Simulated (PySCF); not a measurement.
## [W(NH2)6]− at several levels of theory

Computed with PySCF 2.14.0 (density fitting, no spin-orbit coupling) at the geometry relaxed with TPSS:

```xyz
19
[W(NH2)6]− (doublet)
W     0.0000    0.0000    0.0000
N     0.0000    0.0000    2.0529
H     0.2072    0.8048    2.6563
H    -0.2072   -0.8048    2.6563
N     0.0000    0.0000   -2.0529
H     0.2072   -0.8048   -2.6563
H    -0.2072    0.8048   -2.6563
N     2.0850    0.0000    0.0000
H     2.6716   -0.5925    0.5925
H     2.6716    0.5925   -0.5925
N     0.0000    2.0529    0.0000
H     0.2072    2.6563    0.8048
H    -0.2072    2.6563   -0.8048
N    -2.0850    0.0000    0.0000
H    -2.6716    0.5925    0.5925
H    -2.6716   -0.5925   -0.5925
N     0.0000   -2.0529    0.0000
H    -0.2072   -2.6563    0.8048
H     0.2072   -2.6563   -0.8048
```

```tsv
level	basis	state	HOMO (eV)	gap (eV)	charge on W1 (e)	dipole about the centre of mass (D)	largest force component (eV/Å)
TPSS	W def2-SVP with ECP60, N def2-SVP, H def2-SVP	doublet	1.52	1.49	0.53	0.00	0.00
PBE	the same	doublet	1.65	1.30	0.37	0.00	0.11
```

HOMO and gap are taken over both spins. Charges are Mulliken's, which hang on the basis. The relaxation used the grid (50, 194), these runs (75, 302) or, all-electron (x2c bases, spin-free X2C Hamiltonian), (99, 590).

Task: A further run in the first row's basis gives HOMO (eV) 1.67, gap (eV) 1.37, charge on W1 (e) 0.47, dipole about the centre of mass (D) 0.00, largest force component (eV/Å) 0.08. Which level was it?
A. r2SCAN
B. HF
C. revPBE

Result: C. The others give HOMO -3.73 eV (HF); 1.27 eV (r2SCAN).

No frequency check is given that shows the relaxed geometry to be a minimum. Open shells may have lower solutions than the one found. No other spin state of this charge was computed.

The highest filled level of some runs lies above zero, as often for anions with such functionals and bases.
